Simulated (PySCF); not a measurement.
# Dipole response of In²⁺ (indium, charge +2)

[Kr] 4d10 5s1, 2S determinant. Calculation: PySCF 2.14, in ANO-RCC-VTZP (7s6p4d2f1g, 68 functions); scalar relativity by spin-free X2C-1e. Coupled (time-dependent) response in atomic units; α is the mean over directions. The basis has no added diffuse functions, which lowers α and C₆.

```json
{"method": "BP86", "mean α (bohr³)": "13.11", "C₆ (like pair)": "62.41", "S(−4)": "112.5"}
```

S(−4) is the Cauchy moment in α(ω) = α(0) + S(−4) ω² + …

α(iu) at BP86:

```tsv
u (hartree)	α(iu) (bohr³)
0	13.11
0.0500	12.84
0.100	12.10
0.200	10.03
0.300	8.115
0.500	5.681
0.750	4.164
1.00	3.324
1.50	2.366
2.00	1.792
3.00	1.115
5.00	0.5301
```

A single London oscillator, α(iu) = α/(1 + u²/ω²), gives C₆ = (3/4) ω α². Matching the computed C₆ needs ω = 4 × 62.41 / (3 × 13.11²) = 0.484 hartree.

For an ion, C₆ is the dispersion term alone; charge-induced terms of lower order in 1/R come first.
